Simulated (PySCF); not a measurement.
SMILES OCC[SeH], PBE0/def2-SVP optimised geometry. Atoms within 1.6 Å of the plane z = 1.5 Å (x, y, z in Å): C2 (0.87, -0.62, 0.00), C3 (-0.65, -0.62, 0.00), Se4 (-1.42, 1.18, 0.00), H6 (1.23, -0.08, 0.89), H7 (1.22, -1.67, 0.08), H8 (-1.04, -1.11, 0.91).

Calculation: PBE0/def2-TZVP (PySCF).

Map of the electrostatic potential (hartree/e), clipped to [-0.08, 0.12] on the plane z = 1.5 Å:

```
|:::::..............::::::::::|
|:::.................:::::::::|
|::...................::::::::|
|:.....................:::::::|
|:.........     .......:::::::|
|.........       ......:::::::|
|.........       .....::::::::|
|..........      .....::::::::|
|:....::::..     ...::::::::::|
|:::::::---:.   ...:::::::::::|
|::::::-===-:.....::::::::::::|
|:::::--===-::..::--=--:::::::|
|:::::--====-::::-+**+=-::::::|
|::::---====-----=#@@*=--:::::|
|::::---=====---=+@@@%+--:::::|
|::::---==+++====+%@@#+--:::::|
|::::---=+*##*+==+*##+=--:::::|
|:::---==*@@@%+===++==---:::::|
|:::---=+#@@@@*======----:::::|
|:::---==*@@@%+=====-----:::::|
|::-----=+#%#*+====------:::::|
|::-----==++++===---------::::|
|::------======-----------::::|
|::-----------------------::::|
|::-----------------------::::|
|:::-----------------------:::|
|:::-----------------------:::|
|:::----------------------::::|
|::::---------------------::::|
```
Scale: ten equal steps from -0.042 (start of ' ') to 0.120 (end of '@'), in the order ' .:-=+*#%@'; x runs from -4.00 to 4.00, y from -4.00 (bottom) to 4.00 (top).
